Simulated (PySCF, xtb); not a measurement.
C₃H₄F₂O, SMILES CC(=O)C(F)F. One conformer was computed; it need not be the lowest.

Harmonic wavenumbers (cm⁻¹) from GFN2-xTB (xtb) at its own minimum, in rising order: 43, 130, 214, 236, 395, 497, 576, 582, 818, 984, 1007, 1032, 1075, 1171, 1233, 1248, 1358, 1429, 1431, 1808, 2922, 3011, 3024, 3068.

Question: What does PBE-D3(BJ)/def2-SVP (PySCF 2.14.0) give at its own minimum? (Estimate from the structure and the level; the computed values follow.)

Answer: 45, 136, 215, 242, 403, 504, 574, 600, 789, 971, 981, 1070, 1104, 1209, 1302, 1313, 1325, 1380, 1382, 1797, 2982, 3008, 3065, 3122. Paired by order, the mean absolute difference is 27 cm⁻¹ and the zero-point energies are 41.9 and 42.2 kcal/mol.
